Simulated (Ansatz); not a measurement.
CH₄B₂S (`B1BSC1`) at its PBE0-D4/def2-TZVP geometry, where that method's forces vanish. Total charge 0; spin multiplicity 1.

```xyz
8

B    -0.1126   -0.7610   -0.3051
B    -1.1326   -0.2301    0.8516
S    -0.5182    1.2838    0.0579
C     1.0259    0.3197   -0.2799
H    -0.4168   -1.3284   -1.3140
H    -2.0404   -0.3098    1.6084
H     1.5243    0.6045   -1.2050
H     1.6705    0.4214    0.5861
```

Question: What forces (eV/Å) does ωB97M-V/def2-TZVPP give on these atoms in the Gaussian-basis code of Ansatz? (Best estimate.)

Answer: Ansatz gave: 
```
B1  -0.020 -0.159 -0.164
B2  -0.113 -0.009  0.104
S3  -0.113  0.143  0.036
C4   0.172 -0.015 -0.003
H5   0.045  0.080  0.139
H6   0.131  0.013 -0.112
H7  -0.049 -0.040  0.089
H8  -0.054 -0.012 -0.089
```
